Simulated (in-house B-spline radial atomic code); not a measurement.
Atomic self-consistent-field run: the vanadium ion V⁴⁺. Computed with a B-spline radial code for spherical atoms: scalar-relativistic (X2C) B97-1, spin-polarised, spherical fractional occupations, Fermi nucleus of rms radius 3.6002 fm.

Command:
```bash
python run_scf.py task.json out
```
Settings (nuclear radius in fm, mass in u):
```
Z                23
configuration    [Ar] 3d1
hamiltonian      x2c
method           b97_1
spin_polarised   True
nucleus          fermi
rms_radius       3.6002
atomic_mass      50.94396
speed_of_light   137.035999084
```

Output (hartree, bohr):
```
 radial grid: 67 intervals, B-splines of order 8, outer radius 14.6809 bohr

 iter        energy (Eh)    residual
    1        -938.209831    5.72e-01
    2        -944.049160    2.80e-01
    3        -945.307706    9.60e-02
    4        -945.437770    3.17e-02
    5        -945.447225    1.03e-02
    6        -945.449737    3.92e-04
    7        -945.449739    5.71e-05
    8        -945.449739    3.61e-06
    9        -945.449739    1.48e-07

 total energy                      -945.44974
 kinetic                             955.5104
 electron-nucleus                  -2212.9574
 Hartree                             355.8408
 exact exchange                       -8.9864
 exchange-correlation                -34.8572

 orbital      occ     eigenvalue          <r>       <r^2>       <1/r>       <r^4>     <1/r^2>       r_max
 1s up      1.000      -200.2950    0.0661587  0.00589974      23.087 9.00583e-05     1124.36     0.04319
 1s down    1.000      -200.2951    0.0661586   0.0058997      23.087 9.00564e-05     1124.36     0.04319
 2s up      1.000       -24.6955     0.307618    0.111895     4.84063   0.0219904     103.302      0.2555
 2s down    1.000       -24.6765     0.307389    0.111713     4.84416   0.0219057     103.438      0.2554
 2p up      3.000       -20.9433     0.273873   0.0923869     4.70304   0.0174875     30.5628      0.2082
 2p down    3.000       -20.9274     0.273604   0.0921803     4.70637   0.0173913     30.5985      0.2081
 3s up      1.000        -4.7042     0.920938    0.972564     1.53359     1.48555     15.6615      0.8102
 3s down    1.000        -4.6530     0.922647    0.976544     1.52982     1.50121     15.5674      0.8106
 3p up      3.000        -3.6659     0.967096     1.08948     1.41242     1.96769     4.42061      0.8301
 3p down    3.000        -3.6122       0.9704      1.0976     1.40704     2.00269     4.38486      0.8309
 3d up      1.000        -1.9979      1.09022     1.44914     1.15407     4.20381     1.74347      0.8274
```

Run time, properties included: 0.31 s on 1 thread of x86-64 server CPU (shared host).

Caution: exact exchange at fractional occupations of open shells leaves self-interaction of up to several eV.
